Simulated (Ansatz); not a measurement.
# Ligand exchange: GeH2(CH3)I + C2H5I → GeH2I2 + C3H8

Species: GeH2(CH3)I, singlet; C2H5I `CCI`, singlet; GeH2I2 `[I][GeH2][I]`, singlet; C3H8 (propane) `CCC`, singlet. The partners trade CH3 for I: Ge–CH3 and C–I bonds give way to Ge–I and C–CH3.

Shapes, held fixed at every level: PBE0-D4/def2-TZVP. Programs: Ansatz 0.2.0. The zero-point and thermal change to 298 K, harmonic and unscaled (PBE0-D4/def2-TZVP), is +4.8 kJ/mol.

**Question.** Estimate ΔH(298 K) of this reaction.

**Answer.** The highest level, CCSD(T)/def2-TZVPP, gives ΔH(298 K) = -73.0 kJ/mol; the levels span -99.2 to -73.0. The column of differences is taken from that level and isn't an error. No measured value is set beside it here. For atoms past krypton def2 sets carry core potentials with scalar relativity. Relativity is left out for Ge unless named. Correlated rows may include outer-core shells of Ge, I, which these sets cover unevenly.

```
              level                    kind  ΔH(298 K) (kJ/mol)  less CCSD(T)/def2-TZVPP
        HF/def2-SVP            Hartree–Fock               -99.2                    -26.2
      HF/def2-TZVPP            Hartree–Fock               -90.9                    -17.9
  PBE-D4/def2-TZVPP                     GGA               -79.9                     -6.9
B3LYP-D4/def2-TZVPP           global hybrid               -82.0                     -9.0
BHLYP-D4/def2-TZVPP           global hybrid               -88.7                    -15.7
 wB97X-V/def2-TZVPP  range-separated hybrid               -80.6                     -7.6
     MP2/def2-TZVPP     perturbation theory               -74.9                     -1.9
 CCSD(T)/def2-TZVPP   coupled cluster or CI               -73.0                      0.0
```
